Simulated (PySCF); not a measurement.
C₃H₇O (SMILES [CH2]C(C)O), doublet, geometry from GFN2-xTB; DF-BLYP/6-31G* (PySCF).

Here is a job for PySCF.
```python
from pyscf import gto, scf, dft

mol = gto.M(
    atom='''
O    -0.05892672    1.35633054   -0.11322781
C    -0.02863471    0.02565496    0.35439911
H     0.82063304    1.73921461   -0.02733603
H     0.14012484    0.02515463    1.45324908
C    -1.32028118   -0.61414156    0.06029069
C     1.14796001   -0.75883329   -0.27258888
H     1.05098018   -0.75215105   -1.35533659
H    -2.03739428   -0.10086714   -0.54501858
H     2.09748678   -0.30189391    0.00291482
H    -1.53264840   -1.58991250    0.44633478
H     1.13796680   -1.78626957    0.07840942
''',
    basis='6-31g*',
    spin=1,
    verbose=4,
)

mf = dft.UKS(mol)
mf.xc = 'blyp'
mf = mf.density_fit(auxbasis='def2-universal-jkfit')
mf.kernel()
mf.analyze()
```

Write the output that PySCF gives for this input, abridged.


```
PySCF version 2.14.0

[INPUT] verbose = 4
[INPUT] num. atoms = 11
[INPUT] num. electrons = 33
[INPUT] charge = 0
[INPUT] spin (= nelec alpha-beta = 2S) = 1
[INPUT] symmetry False subgroup None
[INPUT] Mole.unit = angstrom
[INPUT] Symbol           X                Y                Z      unit          X                Y                Z       unit  Magmom
[...]
nuclear repulsion = 127.076293185173
number of shells = 38
number of NR pGTOs = 136
number of NR cGTOs = 70
basis = 6-31g*
ecp = {}

******** <class 'pyscf.df.df_jk.DFUKS'> ********
method = DFUKS
initial guess = minao
damping factor = 0
level_shift factor = 0
DIIS = <class 'pyscf.scf.diis.CDIIS'>
diis_start_cycle = 1
diis_space = 8
diis_damp = 0
SCF conv_tol = 1e-09
SCF conv_tol_grad = None
SCF max_cycles = 50
direct_scf = False
number electrons alpha = 17  beta = 16
XC library pyscf.dft.libxc version 7.1.2
    S. Lehtola, C. Steigemann, M. J. T. Oliveira, and M. A. L. Marques,  SoftwareX 7, 1–5 (2018)
XC functionals = blyp
    A. D. Becke,  Phys. Rev. A 38, 3098 (1988)
    C. Lee, W. Yang, and R. G. Parr,  Phys. Rev. B 37, 785 (1988)
    B. Miehlich, A. Savin, H. Stoll, and H. Preuss,  Chem. Phys. Lett. 157, 200 (1989)
radial grids:
    Treutler-Ahlrichs [JCP 102, 346 (1995); DOI:10.1063/1.469408] (M4) radial grids

becke partition: Becke, JCP 88, 2547 (1988); DOI:10.1063/1.454033
pruning grids: <function nwchem_prune>
grids dens level: 3
symmetrized grids: False
atomic radii adjust function: <function treutler_atomic_radii_adjust>
small_rho_cutoff = 0
Set gradient conv threshold to 3.16228e-05
tot grids = 125096
init E= -193.720328236608

cycle= 1 E= -193.436243439948  delta_E= 0.284  |g|= 0.57  |ddm|= 2.04
cycle= 2 E= -193.139605816446  delta_E= 0.297  |g|= 1.02  |ddm|= 1.83
cycle= 3 E= -193.570091592231  delta_E= -0.43  |g|= 0.113  |ddm|=  1.4
cycle= 4 E= -193.575198000775  delta_E= -0.00511  |g|= 0.0427  |ddm|= 0.148
cycle= 5 E= -193.576078031155  delta_E= -0.00088  |g|= 0.00805  |ddm|= 0.0437
cycle= 6 E= -193.576107109152  delta_E= -2.91e-05  |g|= 0.00307  |ddm|= 0.0114
cycle= 7 E= -193.576111939201  delta_E= -4.83e-06  |g|= 0.000775  |ddm|= 0.00378
cycle= 8 E= -193.576112301388  delta_E= -3.62e-07  |g|= 0.000226  |ddm|= 0.00118
cycle= 9 E= -193.576112335483  delta_E= -3.41e-08  |g|= 5.26e-05  |ddm|= 0.000393
cycle= 10 E= -193.576112336522  delta_E= -1.04e-09  |g|= 3.48e-05  |ddm|= 0.000101
cycle= 11 E= -193.5761123371  delta_E= -5.78e-10  |g|= 6.97e-06  |ddm|= 3.67e-05
[...]
converged SCF energy = -193.576112337075  <S^2> = 0.75299974  2S+1 = 2.0029975
Total Energy =                        -193.576112337074846
[...]
spin_pop of  4 C 3px       0.00114
spin_pop of  4 C 3py       0.00079
spin_pop of  4 C 3pz       0.00484
spin_pop of  4 C 3dxy     -0.00002
spin_pop of  4 C 3dyz     -0.00043
spin_pop of  4 C 3dz^2    -0.00025
spin_pop of  4 C 3dxz     -0.00032
spin_pop of  4 C 3dx2-y2    0.00001
spin_pop of  5 C 1s       -0.00000
spin_pop of  5 C 2s        0.01493
spin_pop of  5 C 3s        0.00008
spin_pop of  5 C 2px       0.01828
spin_pop of  5 C 2py       0.00945
spin_pop of  5 C 2pz       0.00517
spin_pop of  5 C 3px       0.00033
spin_pop of  5 C 3py       0.00020
spin_pop of  5 C 3pz       0.00004
spin_pop of  5 C 3dxy      0.00006
spin_pop of  5 C 3dyz      0.00001
spin_pop of  5 C 3dz^2    -0.00002
spin_pop of  5 C 3dxz      0.00004
spin_pop of  5 C 3dx2-y2    0.00003
spin_pop of  6 H 1s       -0.00092
spin_pop of  6 H 2s        0.00073
spin_pop of  7 H 1s       -0.02571
spin_pop of  7 H 2s        0.00023
spin_pop of  8 H 1s        0.00852
spin_pop of  8 H 2s        0.00036
spin_pop of  9 H 1s       -0.02547
spin_pop of  9 H 2s        0.00025
spin_pop of  10 H 1s       -0.00175
spin_pop of  10 H 2s        0.00026
 ** Mulliken Spin Density (per atom)  **
spin density of  0 O =     -0.00007
spin density of  1 C =     -0.03547
spin density of  2 H =     -0.00073
spin density of  3 H =      0.04230
spin density of  4 C =      0.98887
spin density of  5 C =      0.04860
spin density of  6 H =     -0.00019
spin density of  7 H =     -0.02548
spin density of  8 H =      0.00888
spin density of  9 H =     -0.02522
spin density of  10 H =     -0.00149
 ** Mulliken pop alpha/beta on meta-lowdin orthogonal AOs **
 ** Mulliken pop       alpha | beta **
In total            17.00000 | 16.00000
 ** Mulliken atomic charges   ( Nelec_alpha | Nelec_beta ) **
charge of  0O =     -0.50120  (     4.25056      4.25064 )
charge of  1C =      0.14207  (     2.91123      2.94670 )
charge of  2H =      0.30533  (     0.34697      0.34770 )
charge of  3H =      0.07763  (     0.48234      0.44004 )
charge of  4C =     -0.24081  (     3.61484      2.62597 )
charge of  5C =     -0.30568  (     3.17714      3.12854 )
charge of  6H =      0.10396  (     0.44793      0.44812 )
charge of  7H =      0.11916  (     0.42768      0.45316 )
charge of  8H =      0.08909  (     0.45989      0.45101 )
charge of  9H =      0.10781  (     0.43348      0.45870 )
charge of  10H =      0.10263  (     0.44794      0.44943 )
Dipole moment(X, Y, Z, Debye):  1.39334, -0.53857,  0.42834
```
